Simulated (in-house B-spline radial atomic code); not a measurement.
**Ionising Zn5+ with different functionals**

Computed with a B-spline radial code for spherical atoms: scalar-relativistic (spin-free X2C) Hamiltonian, Fermi nucleus of rms radius 3.9283 fm, spin-polarised at highest spin, spherical fractional occupations for the functionals, and exact exchange of hybrids averaged over the configuration. The ionisation energy is the difference of two self-consistent energies, [Ar] 3d7 → [Ar] 3d6, without Breit or QED terms; ε is the level of the shell that loses the electron (its least bound occupied spin orbital).

| method | rung | ΔSCF (eV) | -ε(3d) (eV) |
| --- | --- | --- | --- |
| PBE0 | global hybrid | 108.61 | 99.71 |
| B3LYP | global hybrid | 108.85 | 99.14 |
| TPSSh | global hybrid | 108.54 | 97.29 |
| BHandHLYP | global hybrid | 108.28 | 103.33 |
| r2SCAN0 | global hybrid | 108.13 | 99.40 |
| B97-1 | global hybrid | 108.69 | 99.14 |
| HSE06 | range-separated hybrid | 108.58 | 99.25 |
| wB97X | range-separated hybrid | ? | ? |
| CAM-B3LYP | range-separated hybrid | ? | ? |
| LC-wPBE | range-separated hybrid | 108.90 | 101.76 |

Q: What does CAM-B3LYP give?

A: ΔSCF 108.80 eV, and -ε(3d) = 101.16 eV.

Q: What does wB97X give?

A: ΔSCF 108.41 eV, and -ε(3d) = 101.77 eV.

Q: Among the functionals, which spreads more, the ΔSCF values or the orbital energies?

A: The orbital energies: ΔSCF values span about 0.77 eV and the orbital energies 6.04 eV; here energy differences depend much less on the functional than eigenvalues do.

Q: How do they compare with the NIST value?

A: NIST lists 108 eV ± 1 (semi-empirical, ground level to ground level). Errors run from +0.13 to +0.90 eV; all lie within about twice that uncertainty, so the table can't rank the methods.
